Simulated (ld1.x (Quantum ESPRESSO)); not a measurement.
Al (Z = 13): one change to an RRKJ potential, before and after

ld1.x (Quantum ESPRESSO) 7.5 input, shortened:

```
&input
   title='Al', zed=13., rel=1, dft='PBE', iswitch=3,
   config='[Ne] 3s2 3p1'
 /
 &inputp
   pseudotype=2, tm=.false., lloc=-1, rcloc=0.45,
   nlcc=.false.
 /
2
2S  1  0   2.00   0.00  0.80  0.80  0.0
2P  2  1   6.00   0.00  0.45  0.45  0.0
 &test
   configts(1)='2s2 2p6 3s2 3p1'
 /
```

Occupied shells without a wave of their own: 3p, 3s. They enter only through the test configuration that unscreens the potential.

Change: wave 2s (bound): rc 0.80 bohr becomes 2s (bound): rc 0.76 bohr.

Cutoffs: the cutoffs (Ry, on a coarse ladder) from which the occupation-weighted sum of valence levels, in a spherical-Bessel basis at the reference potential, stays within 10 and 1 mRy of its value at 400 Ry; they do not see the model core or the augmentation charge, which bear on the density cutoff. Errors are all-electron minus pseudo energies relative to the spin-unpolarised reference configuration.

Q: What does the change do?

A: Of the 7 tests that both files solve, the error grows in 1 and shrinks in 4 by more than 15 % and 0.3 meV (median size 49.9 → 35.8 meV); neither file shows a bound ghost.

```csv
quantity,base,changed
bound ghosts,none,none
"largest miss of a reference level, eV",0.05,0.04
"error for 2s2 2p6 3s2 3p0, meV [ΔE 5.76 eV]",+3.4,+3.4
"error for 2s2 2p6 3s1 3p0, meV [ΔE 24.99 eV]",-75,-58
"error for 2s2 2p6 3s0 3p0, meV [ΔE 53.43 eV]",-202,-157
"error for 2s2 2p6 3s2 3p1.3, meV [ΔE -0.57 eV]",-0.6,-0.5
"error for 2s1 2p6 3s2 3p1, meV [ΔE 120.71 eV]",+0.1,+6.5
"error for 2s2 2p6 3s0 3p3, meV [ΔE 10.45 eV]",-124,-99
"error for 2s2 2p5 3s2 3p1, meV [ΔE 82.81 eV]",+50,+36
```

Base: The 3p, 3s levels have no wave, so the channel is fitted at the deeper level alone: the likely source of the large errors.
